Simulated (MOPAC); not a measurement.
Input for MOPAC: PM6 on BCl2H (SMILES ClBCl), a point of a bond scan (R = 2.718 Å).

```
PM6 1SCF PRECISE CHARGE=0 THREADS=1
BCl2H

B     -0.49962006 1    -0.31561335 1    -0.37757090 1
H     -2.43585866 1    -1.53874829 1    -1.84081747 1
Cl    -0.35825051 1     1.42024989 1    -0.41873399 1
Cl     0.58410718 1    -1.27757472 1     0.58941750 1
```

Program output:

```
*******************************************************************************
 **                                                                           **
 **                              MOPAC v23.2.5                                **
 **                                                                           **
 *******************************************************************************
 ** MOPAC's Digital Object Identifier: https://doi.org/10.5281/zenodo.6511958 **
 **                                                                           **
 ** Please cite the open-source release paper for use of this MOPAC version:  **
 ** J. E. Moussa and J. J. P. Stewart (2026)                                  **
 ** MOPAC: An open-source semiempirical molecular orbital program             **
 ** J. Open Source Softw., 11(119), 8025, https://doi.org/10.21105/joss.08025 **
 *******************************************************************************

                              PM6 CALCULATION RESULTS

 *******************************************************************************
 *  PM6        - The PM6 Hamiltonian to be used
 *
 *
 *
 *                 CHARGE ON SYSTEM = 0
 *
 *
 *
 *  PRECISE    - TIGHTER CRITERIA TO BE USED
 *  1SCF       - DO 1 SCF AND THEN STOP
 *  THREADS=1  - MULTI-THREADING NOT USED
 *  T=         - A TIME OF 172800.0 SECONDS REQUESTED
 *  DUMP=N     - RESTART FILE WRITTEN EVERY 7200.0 SECONDS REQUESTED
 *******************************************************************************
PM6 1SCF PRECISE CHARGE=0 THREADS=1
 BCl2H

   ATOM   CHEMICAL          X               Y               Z
  NUMBER   SYMBOL      (ANGSTROMS)     (ANGSTROMS)     (ANGSTROMS)

     1       B         -0.49962006  *  -0.31561335  *  -0.37757090  *
     2       H         -2.43585866  *  -1.53874829  *  -1.84081747  *
     3      Cl         -0.35825051  *   1.42024989  *  -0.41873399  *
     4      Cl          0.58410718  *  -1.27757472  *   0.58941750  *



          CARTESIAN COORDINATES

    NO.       ATOM           X           Y           Z

     1         B         -0.4996     -0.3156     -0.3776
     2         H         -2.4359     -1.5387     -1.8408
     3        Cl         -0.3583      1.4202     -0.4187
     4        Cl          0.5841     -1.2776      0.5894

 General Reference for PM6:
 "Optimization of Parameters for Semiempirical Methods V: Modification of NDDO Approximations
 and Application to 70 Elements", J. J. P. Stewart, J. Mol. Mod., 13, 1173-1213 (2007)
 URL: https://link.springer.com/article/10.1007/s00894-007-0233-4

           Empirical Formula: H B Cl2  =     4 atoms



      MOLECULAR POINT GROUP   :   C2v


      RHF CALCULATION, NO. OF DOUBLY OCCUPIED LEVELS = 9


 -------------------------------------------------------------------------------
 PM6 1SCF PRECISE CHARGE=0 THREADS=1
 BCl2H



     1SCF WAS SPECIFIED, SO BFGS WAS NOT USED
     SCF FIELD WAS ACHIEVED


                              PM6 CALCULATION
                                                       MOPAC v23.2.5 Linux




          FINAL HEAT OF FORMATION =         80.09245 KCAL/MOL =     335.10682 KJ/MOL


          COSMO AREA              =        109.40 SQUARE ANGSTROMS
          COSMO VOLUME            =         89.96 CUBIC ANGSTROMS

          IONIZATION POTENTIAL    =          7.998409 EV
          HOMO LUMO ENERGIES (EV) =         -7.998 -2.296
          NO. OF FILLED LEVELS    =          9
          MOLECULAR WEIGHT        =         82.7239         POINT GROUP:  C2v

          MOLECULAR DIMENSIONS (Angstroms)

            Atom       Atom       Distance
           Cl     4    H     2     3.88516
           Cl     3    H     2     2.79036
            B     1   Cl     3     0.00000


          SCF CALCULATIONS        =          1





   ATOM   CHEMICAL          X               Y               Z
  NUMBER   SYMBOL      (ANGSTROMS)     (ANGSTROMS)     (ANGSTROMS)

     1       B         -0.49962006  *  -0.31561335  *  -0.37757090  *
     2       H         -2.43585866  *  -1.53874829  *  -1.84081747  *
     3      Cl         -0.35825051  *   1.42024989  *  -0.41873399  *
     4      Cl          0.58410718  *  -1.27757472  *   0.58941750  *

                             CARTESIAN COORDINATES

   1    B       -0.499620060    -0.315613350    -0.377570900
   2    H       -2.435858660    -1.538748290    -1.840817470
   3   Cl       -0.358250510     1.420249890    -0.418733990
   4   Cl        0.584107180    -1.277574720     0.589417500


           Empirical Formula: H B Cl2  =     4 atoms



      MOLECULAR POINT GROUP   :   C2v


                  EIGENVALUES
 -26.33530 -26.11876 -17.48660 -14.31824 -12.54048 -12.37045 -11.29215 -11.10190
  -7.99841  -2.29595  -0.09385   0.99783   1.69581  87.91607  87.95089  88.08289
  88.91037  88.91493  89.17234  89.20898  89.30048  89.60961  89.66523


              NET ATOMIC CHARGES AND DIPOLE CONTRIBUTIONS

  ATOM NO.   TYPE          CHARGE      No. of ELECS.   s-Pop       p-Pop       d-Pop
    1          B           0.124091        2.8759     1.38171     1.49420
    2          H           0.189828        0.8102     0.81017
    3         Cl          -0.156959        7.1570     1.99136     5.16341     0.00219
    4         Cl          -0.156960        7.1570     1.99136     5.16341     0.00219
 DIPOLE           X         Y         Z       TOTAL
 POINT-CHG.    -2.689    -1.699    -2.032     3.774
 HYBRID         0.647     0.409     0.489     0.909
 SUM           -2.042    -1.290    -1.543     2.866


          ATOMIC ORBITAL ELECTRON POPULATIONS

     Atom    s        px        py        pz      x^2-y^2     xz        z^2       yz        xy
    1  B   1.38171   0.47516   0.61812   0.40091
    2  H   0.81017
    3 Cl   1.99136   1.91073   1.35278   1.89989   0.00084   0.00002   0.00029   0.00050   0.00055
    4 Cl   1.99136   1.68561   1.75992   1.71788   0.00049   0.00044   0.00024   0.00049   0.00053

 **********************
 *                    *
 * JOB ENDED NORMALLY *
 *                    *
 **********************




 == MOPAC DONE ==
```

The run finished.

Cost: very roughly 0.04 core-seconds.
